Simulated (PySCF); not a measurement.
ClH9Si4.
SMILES: `[SiH3][SiH]([SiH3])[SiH2]Cl`

Computed, not measured: TDDFT CAM-B3LYP/def2-SVPD, vertical, gas phase, core orbitals frozen in the response in PySCF. One conformer (not necessarily the lowest) at the GFN2-xTB geometry, without solvent, vibrations or thermal averaging. Torsions of this conformer, `[SiH3:1][SiH:2]([SiH3:3])[SiH2:4][Cl:5]`: Si1–Si2–Si4–Cl5 -2°.

Broadening: Gaussians 0.3 eV wide at half height, area fixed by f = 4.319×10⁻⁹ ∫ε dν̃. The width is an assumption, not a result. The curve ends short of the highest state used, and states not computed would add to its high-energy end.

```csv
E (eV),ε (L mol⁻¹ cm⁻¹)
5.61,1
5.63,1
5.66,3
5.68,5
5.70,8
5.72,13
5.75,23
5.77,33
5.79,47
5.81,65
5.84,101
5.86,131
5.88,167
5.91,227
5.93,270
5.95,314
5.97,357
6.00,413
6.02,444
6.04,466
6.06,482
6.09,495
6.11,502
6.13,515
6.15,539
6.18,621
6.20,720
6.22,869
6.24,1081
6.27,1538
6.29,1947
6.31,2445
6.33,3031
6.36,4053
6.38,4808
6.40,5592
6.42,6377
6.45,7476
6.47,8107
6.49,8617
6.51,8983
6.54,9227
6.56,9186
6.58,8996
6.60,8683
6.63,8058
6.65,7596
6.67,7143
6.69,6734
6.72,6264
6.74,6070
6.76,5984
6.79,6063
6.81,6260
6.83,6582
6.85,7044
```

Q: Locate the maxima and give the states behind the curve.

A: 189 nm (6.54 eV), ε about 9200, made up of S2 (32%) and S3 (65%) (ε in L mol⁻¹ cm⁻¹; maxima over ε = 5, shares over 10%). At its high-energy end, 6.85 eV, the curve is still rising (ε about 7000, from S4, S6 and S7). The states used: S1 6.06 eV (f 0.0051); S2 6.47 eV (f 0.039); S3 6.57 eV (f 0.068); S4 6.85 eV (f 0.044); S5 6.92 eV (f 0.0046); S6 7.10 eV (f 0.093); S7 7.18 eV (f 0.281); S8 7.45 eV (f 0.098).

Q: Coming from long wavelengths, where does ε first pass 100 L mol⁻¹ cm⁻¹?

A: At about 212 nm (5.84 eV), 0.22 eV below S1.

Q: On this curve, what absorbance would a 10⁻⁵ mol/L sample give at 193 nm over a 1 cm path?

A: 193 nm is 6.424 eV, where ε is about 6500 L mol⁻¹ cm⁻¹, so A = ε c l ≈ 0.065 (Beer–Lambert, with the gas-phase spectrum and the assumed width).

Q: What would ε be at 6.54 eV, the highest of these maxima, with half the width (0.15 eV)?

A: About 14900 L mol⁻¹ cm⁻¹ against 9230, a factor of about 1.6; a lone state at its own centre would give exactly 2.
